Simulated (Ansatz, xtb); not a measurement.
**Two isomers of C6H3FN2**

Structure I: `N#Cc1ccnc(F)c1`, a singlet. Structure II: `N#Cc1ccc(F)nc1`, a singlet. Both are isolated molecules in the gas phase, relaxed with PBE0-D3(BJ)/def2-SVP.

I (Å):

```yaml
atoms:
  - { symbol: C, position_ang: [-1.4204, -2.0206, 0.1968] }
  - { symbol: C, position_ang: [-0.7176, -0.8210, 0.5470] }
  - { symbol: C, position_ang: [0.4845, -0.4876, -0.0959] }
  - { symbol: C, position_ang: [1.1182, 0.6882, 0.2879] }
  - { symbol: C, position_ang: [-0.4805, 1.1725, 1.8133] }
  - { symbol: C, position_ang: [-1.2250, 0.0272, 1.5330] }
  - { symbol: F, position_ang: [-0.9319, 1.9970, 2.7410] }
  - { symbol: N, position_ang: [-1.9850, -2.9909, -0.0893] }
  - { symbol: N, position_ang: [0.6413, 1.5035, 1.2276] }
  - { symbol: H, position_ang: [0.9040, -1.1311, -0.8694] }
  - { symbol: H, position_ang: [2.0582, 0.9885, -0.1865] }
  - { symbol: H, position_ang: [-2.1535, -0.1842, 2.0631] }
```

II (Å):

```
atom    x (Å)    y (Å)    z (Å)
   C  -2.4759  -0.8558   0.1396
   C  -1.2030  -0.3848   0.5868
   C  -0.0747  -0.4260  -0.2502
   C   1.1345   0.0430   0.2325
   C   1.1501   0.5333   1.5406
   C  -1.0480   0.1333   1.8803
   F   2.2892   0.9867   2.0267
   N  -3.5091  -1.2374  -0.2219
   N   0.1132   0.5818   2.3388
   H  -0.1573  -0.8226  -1.2638
   H   2.0460   0.0385  -0.3661
   H  -1.9055   0.1805   2.5591
```

Quicker runs give these differences E(II) − E(I): GFN2-xTB −1.02 kcal/mol; HF/STO-3G −1.40 kcal/mol (at GFN2-xTB geometries); r2SCAN-D4/def2-SVP −1.60 kcal/mol (at GFN2-xTB geometries).

Estimate E(II) − E(I) at the level CCSD(T)/def2-SVP + ΔMP2/def2-TZVPP.

Calculated at CCSD(T)/def2-SVP + ΔMP2/def2-TZVPP: E(II) − E(I) = −1.18 kcal/mol, so structure II lies lower.

The same difference at several levels:

| level | geometry | E(II) − E(I) (kcal/mol) | departure from the last row (kcal/mol) | job, with rough time for the two |
| --- | --- | --- | --- | --- |
| GFN2-xTB | GFN2-xTB | −1.02 | +0.15 | optimisation, 0.19 s |
| HF/STO-3G | GFN2-xTB | −1.40 | −0.22 | single point, 0.84 s |
| r2SCAN-D4/def2-SVP | GFN2-xTB | −1.60 | −0.43 | single point, 5.5 s |
| PBE0-D3(BJ)/def2-SVP | PBE0-D3(BJ)/def2-SVP | −1.66 | −0.49 | optimisation, 50 s |
| HF/def2-SVP | PBE0-D3(BJ)/def2-SVP | −2.60 | −1.42 | part of the CCSD(T) run |
| MP2/def2-SVP | PBE0-D3(BJ)/def2-SVP | −0.34 | +0.84 | part of the CCSD(T) run |
| CCSD(T)/def2-SVP | PBE0-D3(BJ)/def2-SVP | −1.24 | −0.06 | single point |
| CCSD(T)/def2-SVP + ΔMP2/def2-TZVPP | PBE0-D3(BJ)/def2-SVP | −1.18 |  | single point, 1.9 min |

As drawn, both hold the same kinds of bond in the same numbers.

MP2/def2-SVP finds them nearly level. The largest departure from CCSD(T)/def2-SVP + ΔMP2/def2-TZVPP is that of HF/def2-SVP, 1.42 kcal/mol. The last row adds to CCSD(T) the change of the MP2 difference between the two basis sets, here +0.06 kcal/mol.

With thermal terms from frequencies at re-optimised GFN2-xTB minima (ideal gas, soft modes damped towards free rotors, one conformer each, 298.15 K, 1 atm): the zero-point term adds +0.03 kcal/mol; ΔH is −1.14 and ΔG −1.13 kcal/mol.

The correlated steps freeze 9 core orbitals. Codes used: Ansatz 0.2.0, xtb 6.7.1; the last row on 2 threads of Intel(R) Xeon(R) Platinum 8488C (Sapphire Rapids) on a shared host.
